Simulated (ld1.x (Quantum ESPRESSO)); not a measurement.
What the settings do to the TM potential of Co (Z = 27)

Base potential:

- Element: Co (Z = 27)
- Generator: ld1.x (Quantum ESPRESSO) 7.5
- Type: norm-conserving Troullier–Martins (Kleinman–Bylander form)
- Functional: PBE
- Relativity: scalar-relativistic
- Frozen core: [Ar]
- Valence charge: 9
- Reference configuration: 3d7 4s1.5 4p0 (charge +0.5)
- Partial waves: 4s (bound): rc 2.30 bohr; 4p (bound, empty): rc 3.00 bohr; 3d (bound): rc 1.20 bohr
- Local potential: the d channel
- Core correction: none

Cutoffs, loose and tight: the cutoffs (Ry, on a coarse ladder) from which the occupation-weighted sum of valence levels, in a spherical-Bessel basis at the reference potential, stays within 10 and 1 mRy of its value at 400 Ry. They do not see the model core or the augmentation charge, which bear on the density cutoff. Test errors are all-electron minus pseudo excitation energies from the reference, over the configurations 3d7 4s2 4p0; 3d7 4s1 4p0; 3d7 4s0 4p0; 3d7 4s0 4p2; 3d5 4s0 4p0; 3d8 4s1 4p0; 3d6 4s2 4p1. A dash means not determined; rows that change the core or the reference have their own tests. The largest error is taken over the tests solved by every variant that gives reliable tests at all: 3d5 4s0 4p0; 3d7 4s0 4p0; 3d7 4s0 4p2; 3d7 4s1 4p0; 3d7 4s2 4p0.

A true bound ghost makes a file unfit for plane-wave use even where its test errors are small: the radial tests pick states by their node count and pass the ghost by. Where a test does run into it, the solver fails or the error is huge.

| change | outcome | cutoff, loose | cutoff, tight | bound ghosts | largest test error (meV) |
| --- | --- | --- | --- | --- | --- |
| base | generated | 160 Ry | 260 Ry | s, p | -374 |
| wave 4s (bound): rc 2.30 bohr becomes 4s (bound): rc 1.92 bohr | generated | 160 Ry | 260 Ry | s, p | -350 |
| functional revPBE | generated | 160 Ry | 260 Ry | s, p | -391 |
| all radii scaled by about 1.27 (s 2.92, p 3.82, d 1.52 bohr) | generated | 110 Ry | 180 Ry | s, p | -850 |
| wave 4p (bound): rc 3.00 bohr becomes 4p (bound): rc 2.58 bohr | generated | 160 Ry | 260 Ry | s, p | -374 |
| fully relativistic | generated | 160 Ry | 260 Ry | s, p3/2, p1/2 | -364 |
| wave 3d (bound): rc 1.20 bohr becomes 3d (bound): rc 1.22 bohr | generated | 160 Ry | 260 Ry | s, p | -381 |
| reference 3d7 4s1 4p1 | generated | 160 Ry | 260 Ry | s, p | -367 |
| local potential all-electron potential smoothed inside 1.50 bohr (lloc = -1) | generated | 160 Ry | 260 Ry | s | -415 |
| wave 4p (bound): rc 3.00 bohr becomes 4p (bound): rc 3.76 bohr | generated | 160 Ry | 260 Ry | s, p | -374 |

(1) What comes out with this change to the base: core correction a·sin(br)/r model core inside 1.26 bohr?

## Answers

(1) outcome: generated; cutoff, loose: 160 Ry; cutoff, tight: 260 Ry; bound ghosts: s, p; largest test error (meV): -1108.
